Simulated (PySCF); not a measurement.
Bonds (- single, = double, # triple, : aromatic): C1-Si2, Si2-C3, Si2-C4, Si2-C5, C5:C6, C6:C7, C7:C8, C8:N9, N9:N10, N10:C5. C1 carries H11, H12, H13; C3 carries H14, H15, H16; C4 carries H17, H18, H19; C6 carries H20; C7 carries H21; C8 carries H22.

[PySCF: PBE0/pcSseg-1 with gauge-including orbitals; structure optimised with GFN2-xTB; rapidly exchanging positions averaged; no relativistic terms; a single conformation; no solvent]

Question: List the cross peaks expected in HSQC, COSY and HMBC spectra.

Answer: 

HSQC (one-bond C–H):
```tsv
δH	δC
9.48 (H22)	154.4 (C8)
7.57 (H20)	134.8 (C6)
7.34 (H21)	127.8 (C7)
0.41 (H11/H12/H13/H14/H15/H16/H17/H18/H19)	-1.0 (C1/C3/C4)
```

COSY cross peaks (H two or three bonds apart, from the bond graph; peaks can be absent where the dihedral angle is near 90°):
```tsv
δH	δH
9.48 (H22)	7.34 (H21)
7.57 (H20)	7.34 (H21)
```

HMBC (two and three bonds, from the bond graph):
```tsv
δH	δC
9.48 (H22)	134.8 (C6), 127.8 (C7)
7.57 (H20)	173.3 (C5), 154.4 (C8), 127.8 (C7)
7.34 (H21)	173.3 (C5), 154.4 (C8), 134.8 (C6)
0.41 (H11/H12/H13/H14/H15/H16/H17/H18/H19)	173.3 (C5), -1.0 (C1/C3/C4)
```

δ = σ(ref) − σ, references computed at the same level: ¹H, ¹³C vs TMS.

Short H···H contacts in this conformer between protons four or more bonds apart (candidates for NOE cross peaks, intensity ∝ r⁻⁶): H16···H20 2.76 Å.

Shifts are as computed. Against solution values, carbons near 30 ppm lie about +3 ppm off and those near 130 ppm about +5 ppm. Of 1211 compounds with measured shifts, 218 miss one by over three times the rms of a fit or turn the order of signals round; such compounds aren't used in these exercises.
